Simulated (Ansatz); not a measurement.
An input meant for the cluster Mg₇O₇⁻ (charge -1, doublet; atoms displaced at random, 0.08 Å in each coordinate).

```yaml
crystal:
  periodic: [true, true, true]
  atoms:
    - {symbol: Mg, position_ang: [2.009674, 1.621306, -0.983422]}
    - {symbol: Mg, position_ang: [3.264121, 1.229078, 1.652036]}
    - {symbol: Mg, position_ang: [-3.420301, -1.322026, -1.666177]}
    - {symbol: Mg, position_ang: [0.798371, -0.295930, 1.652168]}
    - {symbol: Mg, position_ang: [-0.397184, 0.651436, -2.118312]}
    - {symbol: Mg, position_ang: [-1.281733, -0.711823, -0.092332]}
    - {symbol: Mg, position_ang: [-2.490478, -2.324314, 1.588656]}
    - {symbol: O, position_ang: [3.430046, 2.143606, 0.043106]}
    - {symbol: O, position_ang: [-3.135547, -2.096433, -0.092207]}
    - {symbol: O, position_ang: [0.465456, 0.287612, -0.211323]}
    - {symbol: O, position_ang: [-1.846255, -0.390768, -1.935296]}
    - {symbol: O, position_ang: [1.161692, 1.739661, -2.697885]}
    - {symbol: O, position_ang: [-0.862350, -1.177280, 1.694054]}
    - {symbol: O, position_ang: [2.274491, 0.113968, 2.861807]}
basis:
  gaussian: {orbitals: def2-SVPD}
total_charge: -1
magnetization: {spin_polarized: true, initial_magnetization: 1}
hamiltonian: {xc: {name: BLYP}, dispersion: d3bj}
scf: {omitted_lower_state_checks: [starts]}
```

```sh
$ ansatz run in.yaml --threads 4 --pin off --events-out ev --progress --plain --max-ram 6963MiB
```

Shortened log:

```
Error: YAML parse error: error: line 2 column 3: crystal: missing field `lattice` (a structure is typed as `lattice` and `atoms`, a molecule's as `atoms` in Å alone, or read from a run's directory, `checkpoint`)
 --> <input>:2:3
1 | crystal:
2 |   periodic: [true, true, true]
3 |   atoms:
4 |     - {symbol: Mg, position_ang: [2.009674, 1.621306, -0.983422]}
```

In this input the species is marked periodic without a cell. The input was rejected before any iteration.
